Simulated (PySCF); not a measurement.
Si(Cl)2(Me)(NH2) (CH₅Cl₂NSi), SMILES N[Si](C)(Cl)Cl. Atoms are numbered in the order given.

```xyz
10

C      1.6506    -1.1765     0.3430
Si     0.0355    -0.3520    -0.0293
N     -1.1689    -1.4897    -0.4484
Cl     0.3794     1.0781    -1.5015
Cl    -0.6773     0.6767     1.6122
H      1.5303    -1.8920     1.1697
H      2.0208    -1.7160    -0.5428
H      2.4053    -0.4281     0.6245
H     -2.1401    -1.1984    -0.4799
H     -0.9706    -2.1820    -1.1631
```

The structure is a stationary point at PBE0-D3(BJ)/def2-SVP. Other conformers were not sampled.

Calculation: PBE0/pcSseg-1 (PySCF).

GIAO shieldings, no solvent; atoms listed in one row are averaged. δ = σ(ref) − σ: ¹³C against TMS (σ = 186.3 ppm); ²⁹Si against TMS (σ = 352.7 ppm); ¹⁵N against NH3 (σ = 267.4 ppm); ³⁵Cl against HCl (σ = 945.9 ppm); ¹H against TMS (σ = 31.56 ppm), references at their B3LYP-D3(BJ)/def2-TZVP geometries, non-relativistic (without spin–orbit terms, shifts of atoms bonded to Cl or Br come out too high).

```tsv
nucleus	atoms	count	δ (ppm)
¹³C	C1	1	7.8
²⁹Si	Si2	1	21.6
¹⁵N	N3	1	48.9
³⁵Cl	Cl4	1	133.4
³⁵Cl	Cl5	1	78.2
¹H	H9	1	1.61
¹H	H10	1	1.34
¹H	H6, H7, H8	3	0.86
```
